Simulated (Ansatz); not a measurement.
Computed with Ansatz on PBE0-D4/def2-TZVP structures; ΔE is electronic, products minus reactants. CBS: MP2 limit from def2 TZ/QZ plus the TZ coupled-cluster correction, frozen cores. DFT in def2-TZVPP. def2 core potentials past Kr. For Sb outer-core shells are correlated without core-valence functions, which leaves a few kJ/mol of doubt a bond. One conformer a species, not always the lowest.

`CCCC#CCCCC` + `[NH2][SbH2]` → `CC[NH][SbH2]` + `CCC#CCCC`  (substitution at a C–C bond)

| level | ΔE (kJ/mol) |
| --- | --- |
| PBE0-D4 | 28.0 |
| ωB97M-V | 30.0 |
| PBE | 24.1 |
| HF/def2-TZVPP | 24.9 |

(1) What does CCSD(T)/CBS give? (Estimate.)

Largest T1 diagnostic among the species: 0.013.

## Answers

(1) Ansatz gave: +28.6 kJ/mol. The listed levels differ from it by -0.6, 1.4, -4.5, -3.7 kJ/mol.

In def2-TZVPP, CCSD(T) changes the Hartree–Fock value by +3.6 kJ/mol (the triples alone add −0.2 kJ/mol) and MP2 by +4.4 kJ/mol.
